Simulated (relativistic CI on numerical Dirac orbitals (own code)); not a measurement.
One change at a time: Mo3+

Base calculation: Dirac-Coulomb-Breit CI, separate exchange-only KLI orbitals for each configuration, model QED (radiative potential, 1s self-energy scaled to tabulated hydrogen-like ionisation energies), valence Slater integrals scaled by 0.85, P86 correlation energy added to each configuration.

Configurations in the expansion (outside the closed core [Ar] 3d10 4s2): 4p6.4d3, 4p6.4d2.5s, 4p6.4d2.5p, 4p6.4d2.4f, 4p6.4d.5s2, 4p6.4d2.6s, 4p6.4d2.5d, 4p6.4d.5s.5p, 4p5.4d4, 4p6.4d.4f2, 4p6.4d2.6p, 4p6.4d2.6d, 4p6.4d2.5f, 4p6.4d2.5g, 4p6.4d.5p2, 4p6.4d2.6f. Levels of other configurations are missing.

The lowest level and the first level of each name with at least 55 % of one term (blank where a level has no safe partner in the second run):

| Level | Base (cm⁻¹) | Shift (cm⁻¹) |
| --- | --- | --- |
| 4p6.4d3 4F_3/2 | 0.0 | 0.0 |
| 4p6.4d3 4F_5/2 | 708.8 | -8.7 |
| 4p6.4d3 4F_7/2 | 1612.2 | -6.7 |
| 4p6.4d3 4F_9/2 | 2650.3 | +12.7 |
| 4p6.4d3 4P_1/2 | 10997.0 | +1745.5 |
| 4p6.4d3 4P_3/2 | 11022.2 | +1788.8 |
| 4p6.4d3 2G_7/2 | 12090.6 | +1883.2 |
| 4p6.4d3 4P_5/2 | 12180.5 | +1741.7 |
| 4p6.4d3 2G_9/2 | 12780.6 | +1946.4 |
| 4p6.4d3 2P_1/2 | 14894.4 | +2126.8 |
| 4p6.4d3 2H_9/2 | 16367.7 | +2502.0 |
| 4p6.4d3 2H_11/2 | 16737.6 | +2586.1 |
| 4p6.4d3 2D_5/2 | 17536.2 | +2540.4 |
| 4p6.4d3 2D_3/2 | 17605.5 | +2387.4 |
| 4p6.4d3 2F_7/2 | 25913.4 | +4133.0 |
| 4p6.4d3 2F_5/2 | 26218.3 | +4141.7 |
| 4p6.4d2.5s 4F_3/2 | 65132.7 | +822.9 |
| 4p6.4d2.5s 4F_5/2 | 65822.3 | +823.9 |
| 4p6.4d2.5s 4F_7/2 | 66833.2 | +813.2 |
| 4p6.4d2.5s 4F_9/2 | 68093.1 | +810.0 |
| 4p6.4d2.5s 2F_5/2 | 73823.2 | +2219.0 |
| 4p6.4d2.5s 2F_7/2 | 75874.5 | +2208.9 |

For a near-neutral ion this model can misplace configurations by up to about 10,000 cm⁻¹ (more where the count of f electrons changes) and terms by 10 to 25 % of their spread. Rates follow the energies as ν³ (E1, M1) or ν⁵ (E2), so they and the lifetimes can be off by large factors. The fine structure of a lone outer electron comes out too small, for d and f at times inverted, and misplaced configurations move strength between like terms. 60 of the 64 excited levels that our extract of the measured tables holds in this range could be paired (the sources list more); they are missed by 2816 cm⁻¹ on average and 5366 at most, and levels without a partner can miss by more. Some levels of the ground configuration have no partner and can miss by 10 % or more.

(1) One thing was changed in a second run, which moved the levels as shown. Which?
A. configuration mixing switched off
B. Slater integrals left unscaled
C. Breit term removed
D. only the first configuration
E. QED terms removed
F. no correlation estimate

## Answers

(1) B. Slater integrals left unscaled. Scaling acts on the splittings between terms and on the mixing, and leaves the fine structure of pure LS terms nearly alone; in jj coupling it moves the levels of one term differently.

LS names give the leading component of a level, which can be under half, so a name can repeat, a term be missing and a line seem to break the LS rules.
